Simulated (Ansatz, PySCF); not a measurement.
Ge(F)(Cl)2(NH2) (Cl₂FGeH₂N), SMILES [NH2][Ge]([F])([Cl])[Cl].

Geometry optimised at B3LYP-D3(BJ)/def2-SVP. This is a generated structure with no PubChem entry under its InChIKey; it may be hypothetical. One conformer was computed; it need not be the lowest.

Vertical ionisation energy (IE) and electron affinity (EA) in eV. Rows of orbital energies are one-electron estimates. Where ΔSCF, EOM or ADC give a negative EA the extra electron is unbound and the value depends on the basis.

```csv
level,IE,EA
"−ε(HOMO), −ε(LUMO), B3LYP/def2-TZVP (PySCF)",8.42,1.67
"−ε(HOMO), −ε(LUMO), PBE/def2-TZVP (PySCF)",7.18,2.35
"ΔSCF, CAM-B3LYP/def2-SVPD (Ansatz), final states of multiplicity 2 and 2",11.18,-0.09
"ΔSCF, PBE/def2-SVPD (Ansatz), final states of multiplicity 2 and 2",10.53,0.12
```

Question: What vertical singlet–triplet gap does ΔSCF give with CAM-B3LYP/def2-SVPD (Ansatz, an electronic-structure program) and with PBE/def2-SVPD (Ansatz)? (Estimate from the structure and the level; the computed values follow.)

Answer: 5.84 and 5.10 eV (triplet above singlet where positive).
